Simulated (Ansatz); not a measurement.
One change: `[SiH3][GeH3]` becomes `C[SiH2][GeH3]`.

Ansatz, PBE0-D4/def2-TZVP geometries, multiplicity 1. 

Scalar relativity is left out up to krypton.

```json
{"property": "ideal-gas entropy at 298 K and 1 bar (rigid rotor, harmonic PBE0-D4/def2-TZVP) / J/(mol·K)", "`[SiH3][GeH3]`": "293"}
{"property": "zero-point energy (PBE0-D4/def2-TZVP) / kJ/mol", "`[SiH3][GeH3]`": "124.6"}
{"property": "HOMO–LUMO gap (PBE/def2-TZVPP) / eV", "`[SiH3][GeH3]`": "6.73"}
{"property": "size of the dipole moment (PBE/def2-TZVPP) / D", "`[SiH3][GeH3]`": "0.08"}
{"property": "HOMO–LUMO gap (B3LYP/def2-TZVPP) / eV", "`[SiH3][GeH3]`": "8.18"}
{"property": "HOMO energy (B3LYP/def2-TZVPP) / eV", "`[SiH3][GeH3]`": "-8.10"}
```

Question: What does the change do to each property? (Estimate.)

Answer: Computed: 
```tsv
property	`C[SiH2][GeH3]`	shift
ideal-gas entropy at 298 K and 1 bar (rigid rotor, harmonic PBE0-D4/def2-TZVP) / J/(mol·K)	341	48
zero-point energy (PBE0-D4/def2-TZVP) / kJ/mol	201.5	76.9
HOMO–LUMO gap (PBE/def2-TZVPP) / eV	6.35	-0.38
size of the dipole moment (PBE/def2-TZVPP) / D	1.04	0.96
HOMO–LUMO gap (B3LYP/def2-TZVPP) / eV	7.83	-0.35
HOMO energy (B3LYP/def2-TZVPP) / eV	-7.76	0.34
```

With PBE0 the HOMO rises by 0.34 eV and the LUMO falls by 0.08 eV, so the gap narrows by about 0.42 eV. PBE moves the HOMO by 0.34 eV and ωB97M-V by 0.34 eV. The zero-point energy changes by 76.9 kJ/mol with +9 modes. Dipoles are sizes alone; their direction can turn.

B3LYP here is the variant with VWN-RPA as its local correlation; programs differ in this.
